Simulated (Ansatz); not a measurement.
Total energies of SbAs2⁺ (the lowest singlet isomer of a short search) from Ansatz at r2SCAN-D4/def2-TZVP, gas phase (1 Eh = 27.2114 eV = 2625.5 kJ/mol). The reference geometry is relaxed at r2SCAN-D4/def2-TZVP.

```xyz
3

As    0.088    1.377   -0.083
As    1.070   -0.598    0.637
Sb   -1.158   -0.778   -0.554
```

```csv
state,geometry,energy (Eh)
charge 1 singlet,reference,-4711.86075
charge 0 doublet,reference,-4712.12319
charge 1 triplet,relaxed at r2SCAN-D4/def2-TZVP,-4711.81957
charge 1 quintet,relaxed at r2SCAN-D4/def2-TZVP,-4711.75435
```

In the def2 sets Sb takes a core potential; there is no spin–orbit coupling.

Question: Work out the vertical electron affinity, to the doublet.

Answer: E(charge 1 singlet) − E(charge 0 doublet) = -4711.86075 − (-4712.12319) = 0.26244 Eh = 7.14 eV.

Question: Which of the charge 1 states is lowest, and how far above it are the others?

Answer: The singlet. triplet: -4711.81957 − (-4711.86075) = 0.04118 Eh = 108.1 kJ/mol; quintet: -4711.75435 − (-4711.86075) = 0.10640 Eh = 279.4 kJ/mol.

At r2SCAN-D4/def2-TZVP the charge 0 doublet is spin-contaminated (final ⟨S²⟩ up to 0.84, 0.75 for a pure state). 

The structure comes from a short search, and lower isomers may exist.
